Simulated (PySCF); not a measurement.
PySCF input for AlH2F, SMILES [F][AlH2], EOM-CCSD/aug-cc-pVDZ. Geometry optimised at TPSSh-D3(BJ)/def2-TZVP.

```python
import numpy as np
from pyscf import gto, scf, dft, cc
from pyscf.cc import eom_rccsd

mol = gto.M(
    atom='''
    Al    0.00000000    0.00000000    0.56165844
    H     0.00000000    1.40111412    1.27730426
    H     0.00000000   -1.40111413    1.27730426
    F     0.00000000   -0.00000000   -1.09512981
    ''',
    basis='aug-cc-pVDZ',
    charge=0,
    spin=0,
    max_memory=1600,
    verbose=4,
)
mf = scf.RHF(mol)
mf.conv_tol = 1e-10
mf.max_cycle = 100
mf.kernel()
mycc = cc.CCSD(mf, frozen=6)
mycc.conv_tol = 1e-8
mycc.kernel()
mycc.solve_lambda()
dip = scf.hf.dip_moment(mol, mycc.make_rdm1(ao_repr=True))
res = {}
for name, solver, nroots, keep in (('singlet', eom_rccsd.EOMEESinglet, 9, 6), ('triplet', eom_rccsd.EOMEETriplet, 6, 3), ('IP', eom_rccsd.EOMIP, 6, 5), ('EA', eom_rccsd.EOMEA, 3, 2)):
    eom = solver(mycc)
    eom.max_cycle, eom.max_space = 200, 40
    e = eom.kernel(nroots=nroots)[0]
    res[name] = (e[:keep] * 27.211386245988, all(eom.converged[:keep]))
    print(name, 'roots / eV', res[name][0].round(3))
```

It prints:

```
PySCF version 2.14.0

[INPUT] verbose = 4
[INPUT] num. atoms = 4
[INPUT] num. electrons = 24
[INPUT] charge = 0
[INPUT] spin (= nelec alpha-beta = 2S) = 0
[INPUT] symmetry False subgroup None
[INPUT] Mole.unit = angstrom
[INPUT] Symbol           X                Y                Z      unit          X                Y                Z       unit  Magmom
[INPUT]  1 Al     0.000000000000   0.000000000000   0.561658440000 AA    0.000000000000   0.000000000000   1.061380627150 Bohr   0.0
[INPUT]  2 H      0.000000000000   1.401114120000   1.277304260000 AA    0.000000000000   2.647721956061   2.413755229140 Bohr   0.0
[INPUT]  3 H      0.000000000000  -1.401114130000   1.277304260000 AA    0.000000000000  -2.647721974958   2.413755229140 Bohr   0.0
[INPUT]  4 F      0.000000000000   0.000000000000  -1.095129810000 AA    0.000000000000   0.000000000000  -2.069495411747 Bohr   0.0

nuclear repulsion = 49.7607112011031
number of shells = 26
number of NR pGTOs = 107
number of NR cGTOs = 68
basis = aug-cc-pVDZ
ecp = {}


[settings echo left out]
init E= -342.232428994868
  HOMO = -0.334729677780345  LUMO = 0.000280573632866599  gap/eV = 9.11609
cycle= 1 E= -342.538543893019  delta_E= -0.306  |g|= 0.495  |ddm|= 1.17
  HOMO = -0.449951050262516  LUMO = 0.0126913009339633  gap/eV = 12.58914
cycle= 2 E= -342.576411647806  delta_E= -0.0379  |g|= 0.331  |ddm|= 0.518
  HOMO = -0.449061229538597  LUMO = 0.0164318184586207  gap/eV = 12.66671
cycle= 3 E= -342.593551771307  delta_E= -0.0171  |g|= 0.0281  |ddm|= 0.169
  HOMO = -0.443086034998334  LUMO = 0.0190069042516194  gap/eV = 12.57419
cycle= 4 E= -342.594003016483  delta_E= -0.000451  |g|= 0.00421  |ddm|= 0.0656
  HOMO = -0.443678180034235  LUMO = 0.0188252741054837  gap/eV = 12.58536
cycle= 5 E= -342.594013094592  delta_E= -1.01e-05  |g|= 0.000779  |ddm|= 0.00986
  HOMO = -0.443824488271247  LUMO = 0.0187849652501315  gap/eV = 12.58824
cycle= 6 E= -342.594013454852  delta_E= -3.6e-07  |g|= 0.000145  |ddm|= 0.00136
  HOMO = -0.443821651997767  LUMO = 0.0187876122533908  gap/eV = 12.58824
cycle= 7 E= -342.594013469275  delta_E= -1.44e-08  |g|= 3.16e-05  |ddm|= 0.000269
  HOMO = -0.443819707786438  LUMO = 0.0187885364087004  gap/eV = 12.58821
cycle= 8 E= -342.594013469922  delta_E= -6.47e-10  |g|= 5.04e-06  |ddm|= 5.8e-05
  HOMO = -0.443819730509435  LUMO = 0.01878856426488  gap/eV = 12.58821
cycle= 9 E= -342.594013469937  delta_E= -1.52e-11  |g|= 6.25e-07  |ddm|= 8.75e-06
  HOMO = -0.443819794758822  LUMO = 0.0187885536772825  gap/eV = 12.58821
Extra cycle  E= -342.594013469938  delta_E= -4.55e-13  |g|= 2.28e-07  |ddm|= 1.11e-06
converged SCF energy = -342.594013469938

******** <class 'pyscf.cc.ccsd.CCSD'> ********
CC2 = 0
CCSD nocc = 6, nmo = 62
frozen orbitals 6
max_cycle = 50
direct = 0
conv_tol = 1e-08
conv_tol_normt = 1e-05
diis_space = 6
diis_start_cycle = 0
diis_start_energy_diff = 1e+09
Init t2, MP2 energy = -342.874240785796  E_corr(MP2) -0.280227315857904
Init E_corr(CCSD) = -0.280227315857924
cycle = 1  E_corr(CCSD) = -0.287178108219984  dE = -0.00695079236  norm(t1,t2) = 0.0535889
cycle = 2  E_corr(CCSD) = -0.295881890367169  dE = -0.00870378215  norm(t1,t2) = 0.0165529
cycle = 3  E_corr(CCSD) = -0.296206216802582  dE = -0.000324326435  norm(t1,t2) = 0.00954135
cycle = 4  E_corr(CCSD) = -0.297679633083843  dE = -0.00147341628  norm(t1,t2) = 0.00349511
cycle = 5  E_corr(CCSD) = -0.297680540040993  dE = -9.0695715e-07  norm(t1,t2) = 0.000922574
cycle = 6  E_corr(CCSD) = -0.297618430199441  dE = 6.21098416e-05  norm(t1,t2) = 0.000375282
cycle = 7  E_corr(CCSD) = -0.297617325690388  dE = 1.10450905e-06  norm(t1,t2) = 8.73169e-05
cycle = 8  E_corr(CCSD) = -0.297619238003895  dE = -1.91231351e-06  norm(t1,t2) = 3.43682e-05
cycle = 9  E_corr(CCSD) = -0.297620669409133  dE = -1.43140524e-06  norm(t1,t2) = 1.47241e-05
cycle = 10  E_corr(CCSD) = -0.297620554239688  dE = 1.15169446e-07  norm(t1,t2) = 3.4786e-06
cycle = 11  E_corr(CCSD) = -0.297620558774706  dE = -4.53501797e-09  norm(t1,t2) = 1.3938e-06
CCSD converged
E(CCSD) = -342.8916340287124  E_corr = -0.2976205587747055
cycle = 1  norm(lambda1,lambda2) = 0.0220999
cycle = 2  norm(lambda1,lambda2) = 0.0048102
cycle = 3  norm(lambda1,lambda2) = 0.00321608
cycle = 4  norm(lambda1,lambda2) = 0.001172
cycle = 5  norm(lambda1,lambda2) = 0.000287024
cycle = 6  norm(lambda1,lambda2) = 0.000102257
cycle = 7  norm(lambda1,lambda2) = 3.00214e-05
cycle = 8  norm(lambda1,lambda2) = 9.39991e-06
Dipole moment(X, Y, Z, Debye): -0.00000,  0.00000,  1.45470

******** <class 'pyscf.cc.eom_rccsd.EOMEESinglet'> ********
max_space = 40
max_cycle = 200
conv_tol = 1e-08
partition = None
EOM-CCSD root 0 E = 0.2236177981285125  qpwt = 0.934285  conv = True
EOM-CCSD root 1 E = 0.2917500359259446  qpwt = 0.941424  conv = True
EOM-CCSD root 2 E = 0.3201054499433701  qpwt = 0.929908  conv = True
EOM-CCSD root 3 E = 0.3239074620240566  qpwt = 0.948156  conv = True
EOM-CCSD root 4 E = 0.3357899083362351  qpwt = 0.940391  conv = True
EOM-CCSD root 5 E = 0.350360613919491  qpwt = 0.945327  conv = True
EOM-CCSD root 6 E = 0.3546761465972657  qpwt = 0.940202  conv = True
EOM-CCSD root 7 E = 0.3619465024995135  qpwt = 0.931788  conv = True
EOM-CCSD root 8 E = 0.3623939925022268  qpwt = 0.947535  conv = True
singlet roots / eV [6.085 7.939 8.711 8.814 9.137 9.534]

******** <class 'pyscf.cc.eom_rccsd.EOMEETriplet'> ********
max_space = 40
max_cycle = 200
conv_tol = 1e-08
partition = None
EOM-CCSD root 0 E = 0.210933409180487  qpwt = 0.945808  conv = True
EOM-CCSD root 1 E = 0.2664110282072383  qpwt = 0.947726  conv = True
EOM-CCSD root 2 E = 0.2724818837267191  qpwt = 0.94055  conv = True
EOM-CCSD root 3 E = 0.2820920875116708  qpwt = 0.952524  conv = True
EOM-CCSD root 4 E = 0.3150548914331571  qpwt = 0.949603  conv = True
EOM-CCSD root 5 E = 0.3495718095975492  qpwt = 0.921144  conv = True
triplet roots / eV [5.74  7.249 7.415]

******** <class 'pyscf.cc.eom_rccsd.EOMIP'> ********
max_space = 40
max_cycle = 200
conv_tol = 1e-08
partition = None
EOM-CCSD root 0 E = 0.4305410604196671  qpwt = 0.950376  conv = True
EOM-CCSD root 1 E = 0.5080480373548878  qpwt = 0.929971  conv = True
EOM-CCSD root 2 E = 0.546228983234698  qpwt = 0.946589  conv = True
EOM-CCSD root 3 E = 0.5484491300776788  qpwt = 0.944857  conv = True
EOM-CCSD root 4 E = 0.61165350532518  qpwt = 0.93354  conv = True
EOM-CCSD root 5 E = 0.7630684890260027  qpwt = 5.83454e-06  conv = True
IP roots / eV [11.716 13.825 14.864 14.924 16.644]

******** <class 'pyscf.cc.eom_rccsd.EOMEA'> ********
max_space = 40
max_cycle = 200
conv_tol = 1e-08
partition = None
EOM-CCSD root 0 E = 0.005599149795793732  qpwt = 0.985984  conv = True
EOM-CCSD root 1 E = 0.02872479851611368  qpwt = 0.996813  conv = True
EOM-CCSD root 2 E = 0.03257994074763459  qpwt = 0.998425  conv = True
EA roots / eV [0.152 0.782]
```

Self-consistency was reached.
